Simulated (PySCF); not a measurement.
## Spin-rotation constants: `ClC1=C(CF)C(=C)C1=C`, C$_{7}$H$_{6}$ClF

Cartesian coordinates in Å; atom numbers follow the order of the lines, from 1:
```xyz
15

C    -2.305   -1.250    0.080
C    -1.075   -0.771    0.052
C    -0.429    0.576   -0.038
C    -0.840    1.828   -0.114
C     0.884   -0.106    0.005
C     2.285    0.376   -0.007
F     2.411    1.522   -0.754
C     0.291   -1.325    0.089
Cl    0.877   -2.912    0.215
H    -3.159   -0.598    0.030
H    -2.495   -2.307    0.154
H    -0.140    2.643   -0.177
H    -1.888    2.074   -0.124
H     2.620    0.631    1.008
H     2.958   -0.372   -0.441
```

Theory: PySCF 2.14.0, GIAO wB97X-D/pcSseg-1 magnetisability, rotational g tensor and spin-rotation constants, non-relativistic, gas phase. Geometry: GFN2-xTB.

Give the nuclear spin-rotation constants along the inertial axes (H = +C I·J) beside the isotropic shieldings.

Rotational constants 1.6983, 1.1509, 0.6966 GHz. A star marks the isotopologue with that one atom substituted, in its own axes.
| atom | isotope | Caa (kHz) | Cbb (kHz) | Ccc (kHz) | mean (kHz) | σ (ppm) |
| --- | --- | --- | --- | --- | --- | --- |
| F7 | 19F | 0.443 | 0.068 | 0.141 | 0.217 | 441.7 |
| Cl9 | 35Cl | 0.426 | 0.289 | 0.129 | 0.281 | 759.5 |
| H10 | 1H | -0.155 | 0.088 | -0.084 | -0.050 | 26.6 |
| H11 | 1H | 0.136 | -0.111 | -0.083 | -0.019 | 26.6 |
| H12 | 1H | 0.115 | -0.095 | -0.080 | -0.020 | 26.5 |
| H13 | 1H | -0.170 | 0.100 | -0.084 | -0.051 | 26.6 |
| H14 | 1H | -0.169 | -0.095 | 0.036 | -0.076 | 26.2 |
| H15 | 1H | -0.157 | 0.039 | -0.048 | -0.055 | 26.1 |
| C1 | 13C* | 0.581 | 0.403 | 0.074 | 0.353 | 86.0 |
| C2 | 13C* | 0.749 | 0.488 | 0.130 | 0.456 | 31.8 |
| C3 | 13C* | 0.714 | 0.508 | 0.113 | 0.445 | 37.7 |
| C4 | 13C* | 0.558 | 0.422 | 0.079 | 0.353 | 84.3 |
| C5 | 13C* | 0.649 | 0.597 | 0.131 | 0.459 | 24.3 |
| C6 | 13C* | 0.331 | 0.305 | 0.168 | 0.268 | 106.6 |
| C8 | 13C* | 0.606 | 0.555 | 0.135 | 0.431 | 35.7 |

For the geometry as given, no vibrational averaging.
